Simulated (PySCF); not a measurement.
Computed structure and properties of Sm(NH2)2

System: Sm(NH2)2 (singlet in the valence; each metal's 4f electrons, 6 of them, lie in its core potential, out of spins and levels); start: displaced along the imaginary mode (Cs). Method: PySCF 2.14.0, RKS PBE0, Sm lcecp-0-SVP with ECP52, N def2-SVP, H def2-SVP; non-relativistic Hamiltonian with scalar-relativistic core potentials where named; density fitting; no spin-orbit coupling.

Input of the relaxation:

```python
mol = gto.M(atom='''
Sm    -0.00000    -0.00546    -0.17299
N      2.15021     0.03233     0.77536
H      2.76134    -0.81916     0.89723
H      2.59653     0.78121     1.36776
N     -2.15021     0.03233     0.77536
H     -2.59653     0.78121     1.36776
H     -2.76134    -0.81916     0.89723''',
    basis={'Sm': 'lcecp-0-SVP', 'N': 'def2-SVP', 'H': 'def2-SVP'},
    ecp={'Sm': 'lcecp-0-SVP'},
    charge=0, spin=0)
mf = dft.RKS(mol, xc='PBE0')
mf.grids.atom_grid = (50, 194)  # f atoms: unpruned, at least (60, 302)
mf = mf.density_fit()  # fitting sets: Sm AutoAux, N def2-universal-JKFIT, H def2-universal-JKFIT
mf.conv_tol = 1e-08; mf.max_cycle = 55
mf.kernel(dm0)  # dm0: converged density of the start geometry
# quasi-Newton relaxation in Cartesian coordinates to a largest gradient under 0.00045 Eh/bohr, steps kept in the point group
```

Run from Python with OMP_NUM_THREADS=2; the lines above give its settings. Where DIIS fails, smearing, a level shift and second-order steps follow.
It took 44 s on 2 threads of Intel(R) Xeon(R) 6975P-C (Granite Rapids) (shared host), from the converged density of the start.

Course of the relaxation:

```
step  energy above end (eV)  largest force component within the symmetry (eV/Å)
   0                 0.2516                                               1.142
   1                 0.1550                                               0.129
   2                 0.1402                                               0.137
   3                 0.1396                                               0.888
   4                 0.1054                                               0.227
   5                 0.0860                                               0.137
   6                 0.0536                                               0.309
   7                 0.0397                                               0.316
  15                 0.0020                                               0.049
  16                 0.0010                                               0.077
  17                 0.0004                                               0.065
  18                 0.0001                                               0.038
  19                 0.0000                                               0.010
  20                 0.0000                                               0.010
```
(The steps between are left out.)

Relaxed geometry (C2v):

```xyz
7

Sm    0.0000   -0.8902   -0.1073
N     1.9337   -0.0277    0.8183
H     2.9212   -0.2023    0.6198
H     1.9493    0.6668    1.5693
N    -1.9337   -0.0277    0.8183
H    -1.9493    0.6668    1.5693
H    -2.9212   -0.2023    0.6198
```

```csv
contact,Å
Sm1–N2 (NH2),2.311
Sm1–N5 (NH2),2.311
```

On the finer grid (75, 302):

```
HOMO                                                          : not given (4f levels lie in the core)
LUMO                                                          : not given (4f levels lie in the core)
Dipole about the centre of mass                               : 5.03 D
Set of Mulliken populations of Sm1 outside the core potential : s 2.19, p 6.16, d 0.90, f 0.03
D3(BJ) dispersion energy (not in the energies)                : -0.090 eV
```

```json
{"atom": "Sm1", "Mulliken (e)": "0.72", "Löwdin (e)": "0.63", "spin (e)": "0.00"}
{"atom": "N2", "Mulliken (e)": "-0.56", "Löwdin (e)": "-0.41", "spin (e)": "0.00"}
{"atom": "H3", "Mulliken (e)": "0.09", "Löwdin (e)": "0.05", "spin (e)": "0.00"}
{"atom": "H4", "Mulliken (e)": "0.10", "Löwdin (e)": "0.05", "spin (e)": "0.00"}
{"atom": "N5", "Mulliken (e)": "-0.56", "Löwdin (e)": "-0.41", "spin (e)": "0.00"}
{"atom": "H6", "Mulliken (e)": "0.10", "Löwdin (e)": "0.05", "spin (e)": "0.00"}
{"atom": "H7", "Mulliken (e)": "0.09", "Löwdin (e)": "0.05", "spin (e)": "0.00"}
```

The 4f levels lie in the core potential and are missing. Their spin isn't counted.

On the grid (50, 194), as all that follows. Harmonic modes: a minimum; lowest 88 cm⁻¹ (negative: unstable), highest 3588 cm⁻¹, zero-point energy 1.249 eV.

Taking off one NH2 (charge -1, singlet; the rest: singlet) in vacuum, both parts rigid, costs 9.07 eV; the small basis without counterpoise inflates it. Most of it is the attraction of opposite charges; other ways to part are cheaper, and one spin state was tried for the rest.

Rigid scan of NH2 along the line from its metal:

```
distance to N2 (Å)  energy (eV)
              2.01        0.734
              2.11        0.286
              2.21        0.063
              2.31        0.000
              2.41        0.050
              2.51        0.176
              2.71        0.564
              3.01        1.273
              3.41        2.196
              3.91        3.068
```

One start shape was tried, so this needn't be the lowest isomer.

An lcecp potential fixes the number of 4f electrons, so in runs with it no electron can move into or out of that shell.
